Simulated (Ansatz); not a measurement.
**Abstraction of F: C2HF5O + C3H5F2 → C2HF4O + C3H5F3**

Species: C2HF5O ((difluoromethoxy)(trifluoro)methane) `FC(F)OC(F)(F)F`, singlet; C3H5F2 `C[C](F)CF`, doublet; C2HF4O `F[C](F)OC(F)F`, doublet; C3H5F3 (1,2,2-trifluoropropane) `CC(F)(F)CF`, singlet. A radical takes F: the energy is the difference in strength between two C–F bonds in different surroundings.

Shapes, held fixed at every level: PBE0-D4/def2-TZVP. Flexible molecules stand in one conformer, not always the lowest. Programs: Ansatz 0.2.0. Electronic energies: no zero-point or thermal term.

```json
{"level": "MP2/def2-TZVPP", "kind": "perturbation theory", "ΔE (kJ/mol)": "+29.5", "less CCSD(T)/CBS estimate": "-2.4", "CPU time (sum over the molecules)": "–"}
{"level": "PBE-D4/def2-TZVPP", "kind": "GGA", "ΔE (kJ/mol)": "+34.5", "less CCSD(T)/CBS estimate": "+2.6", "CPU time (sum over the molecules)": "46 s"}
{"level": "PBE0-D4/def2-TZVPP", "kind": "global hybrid", "ΔE (kJ/mol)": "+36.5", "less CCSD(T)/CBS estimate": "+4.6", "CPU time (sum over the molecules)": "57 s"}
{"level": "wB97X-V/def2-TZVPP", "kind": "range-separated hybrid", "ΔE (kJ/mol)": "+34.1", "less CCSD(T)/CBS estimate": "+2.2", "CPU time (sum over the molecules)": "2.1 min"}
{"level": "B2PLYP/def2-TZVPP", "kind": "double hybrid", "ΔE (kJ/mol)": "+32.1", "less CCSD(T)/CBS estimate": "+0.2", "CPU time (sum over the molecules)": "99 s"}
{"level": "CCSD(T)/def2-TZVPP", "kind": "coupled cluster or CI", "ΔE (kJ/mol)": "+32.7", "less CCSD(T)/CBS estimate": "+0.8", "CPU time (sum over the molecules)": "54 min"}
{"level": "CCSD(T)/CBS estimate", "kind": "coupled cluster or CI", "ΔE (kJ/mol)": "+31.9", "less CCSD(T)/CBS estimate": "0.0", "CPU time (sum over the molecules)": "57 min"}
```

The highest level, CCSD(T)/CBS estimate, gives ΔE = +31.9 kJ/mol; the levels span +29.5 to +36.5. The column of differences is taken from that level and isn't an error. No measured value is set beside it here. Open shells run unrestricted. The CBS estimate extrapolates MP2 from def2-TZVPP and def2-QZVPP and adds CCSD(T) − MP2 in the triple-zeta set, cores frozen. Times are processor times on shared x86 and Arm servers, and rough.
